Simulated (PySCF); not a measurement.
**S: excitation energy**

S [Ne] 3s2 3p4 (3P) → S [Ne] 3s1 3p4 3d1 (high-spin determinant), as a difference of total energies. All numbers are calculated (PySCF 2.14, no relativity, point nucleus, in aug-cc-pV(Q+d)Z with one added diffuse shell each of s, p, d, f, g type (8s7p6d4f3g, 114 functions)). Correlated levels: valence: [Ne] frozen. The calculations carry no spin-orbit coupling.

```csv
method,excitation energy (eV)
UHF,17.684
LDA,18.154
PBE,17.875
PBE0,18.135
r2SCAN,17.733
M06,18.462
B2PLYP,18.373
wB97M-V,18.696
MP2 (valence),18.281
SCS-MP2 (valence),18.488
```

**Question.** How much does correlation contribute at MP2 (valence)?

**Answer.** 18.281 − (17.684) = 0.597 eV, measured against UHF.

The upper state lies above the first ionisation limit, where it may autoionise and the basis confines it.

The promoted electron is Rydberg-like, and one or two diffuse shells describe it only roughly, which tends to raise the upper state.

The determinant of the upper state mixes LS terms, which raises its energy above the lowest term, most at the Hartree-Fock and MP2 levels.
